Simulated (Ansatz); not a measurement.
One change: `CO[AsH2]` becomes `CON`.

Ansatz, PBE0-D4/def2-TZVP geometries, multiplicity 1. Each molecule was computed in one conformer, which needn't be the lowest.

Scalar relativity is left out up to krypton.

```json
{"property": "LUMO energy (PBE/def2-TZVPP) / eV", "`CO[AsH2]`": "-1.29"}
{"property": "HOMO energy (PBE0/def2-TZVPP) / eV", "`CO[AsH2]`": "-7.79"}
{"property": "ideal-gas entropy at 298 K and 1 bar (rigid rotor, harmonic PBE0-D4/def2-TZVP) / J/(mol·K)", "`CO[AsH2]`": "296"}
{"property": "HOMO energy (B3LYP/def2-TZVPP) / eV", "`CO[AsH2]`": "-7.61"}
{"property": "HOMO energy (PBE/def2-TZVPP) / eV", "`CO[AsH2]`": "-6.47"}
{"property": "zero-point energy (PBE0-D4/def2-TZVP) / kJ/mol", "`CO[AsH2]`": "151.5"}
```

**Question.** What does the change do to each property? (Best estimate.)

**Answer.** Computed: 
| property | `CON` | shift |
| --- | --- | --- |
| LUMO energy (PBE/def2-TZVPP) / eV | 0.36 | 1.65 |
| HOMO energy (PBE0/def2-TZVPP) / eV | -7.41 | 0.38 |
| ideal-gas entropy at 298 K and 1 bar (rigid rotor, harmonic PBE0-D4/def2-TZVP) / J/(mol·K) | 272 | -24 |
| HOMO energy (B3LYP/def2-TZVPP) / eV | -7.18 | 0.43 |
| HOMO energy (PBE/def2-TZVPP) / eV | -5.82 | 0.65 |
| zero-point energy (PBE0-D4/def2-TZVP) / kJ/mol | 180.1 | 28.6 |

With PBE0 the HOMO rises by 0.38 eV and the LUMO rises by 1.56 eV, so the gap widens by about 1.18 eV. PBE moves the HOMO by 0.65 eV and ωB97M-V by 0.11 eV.

B3LYP here is the variant with VWN-RPA as its local correlation; programs differ in this.
